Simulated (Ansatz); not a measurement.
Reaction (formal hydrolysis of the Sb–N bond): `[OH][SbH][NH][SiH3]` + H₂O → `[OH][SbH][OH]` + `N[SiH3]`

Program: Ansatz. Geometries: PBE0-D4/def2-TZVP. ΔE: electronic, gas phase. CCSD(T)/CBS is the MP2 limit (def2-TZVPP, def2-QZVPP) plus CCSD(T) − MP2 in def2-TZVPP, frozen cores. This one scheme is used for every species. Functionals use def2-TZVPP. B3LYP here is the variant with VWN-RPA as its local correlation; programs differ in this. Elements past krypton have def2 core potentials. For Sb outer-core shells are correlated without core-valence functions, which leaves a few kJ/mol of doubt a bond. Each species was taken in one conformer, which may not be the lowest.

`[OH][SbH][NH][SiH3]`:

```xyz
10

O     2.288    0.215   -0.501
Sb    1.435   -1.016    0.784
N    -0.371   -0.138    0.949
Si   -1.417    0.353   -0.336
H     2.862    0.845   -0.058
H     0.930   -1.994   -0.524
H    -0.516    0.296    1.849
H    -1.220   -0.603   -1.454
H    -2.831    0.311    0.129
H    -1.161    1.731   -0.839
```

H₂O:

```xyz
3

O    -0.146   -0.229   -0.279
H    -0.595    0.478    0.190
H     0.740   -0.249    0.089
```

`[OH][SbH][OH]`:

Z-matrix (Å, degrees):
```
Sb
O 1 1.962
O 1 1.962 2 98.8
H 1 1.708 2 90.7 3 90.8
H 2 0.960 1 111.6 3 103.5
H 3 0.960 1 111.6 2 -103.5
```

`N[SiH3]`:

Cartesian coordinates in Å:
```
N 0.653 -0.697 -0.475
Si -0.482 0.389 0.225
H 0.991 -1.479 0.063
H 1.378 -0.341 -1.076
H -1.578 -0.417 0.822
H 0.046 1.285 1.299
H -1.007 1.260 -0.858
```

| level | ΔE (kJ/mol) | difference from CCSD(T)/CBS |
| --- | --- | --- |
| PBE-D4 | -8.4 | -6.9 |
| r2SCAN-D4 | -11.4 | -9.9 |
| PBE0-D4 | -4.0 | -2.5 |
| B3LYP-D4 | -6.9 | -5.4 |
| ωB97X-V | -8.8 | -7.3 |
| ωB97M-V | -6.8 | -5.3 |
| B2PLYP | -10.9 | -9.4 |
| PBE | -15.2 | -13.7 |
| r2SCAN | -13.2 | -11.7 |
| PBE0 | -10.1 | -8.6 |
| B3LYP | -17.7 | -16.2 |
| HF/def2-TZVPP | -12.1 | -10.6 |
| MP2/def2-TZVPP | 2.8 | 4.3 |
| SCS-MP2/def2-TZVPP | -1.9 | -0.4 |
| CCSD/def2-TZVPP | -1.1 | 0.4 |
| CCSD(T)/def2-TZVPP | 0.2 | 1.7 |
| HF/def2-QZVPP | -13.6 | -12.1 |
| MP2/def2-QZVPP | 1.3 | 2.8 |
| SCS-MP2/def2-QZVPP | -3.3 | -1.8 |
| HF/CBS(def2) | -13.8 | -12.3 |
| MP2/CBS(def2) | 1.1 | 2.6 |
| CCSD/CBS(def2) | -2.8 | -1.3 |
| CCSD(T)/CBS | -1.5 | 0 |

Largest T1 diagnostic among the species: 0.015.

The D4 term adds +10.9 kJ/mol with B3LYP and +6.1 kJ/mol with PBE0; it sums over pairs of atoms, weighted by their polarisabilities, and B3LYP, whose exchange is more repulsive, gets the larger term. In def2-TZVPP, CCSD(T) changes the Hartree–Fock value by +12.3 kJ/mol (the triples alone add +1.3 kJ/mol) and MP2 by +14.9 kJ/mol. From PBE to PBE0 (25 % exact exchange), in def2-TZVPP and without D4, ΔE moves by +5.1 kJ/mol.
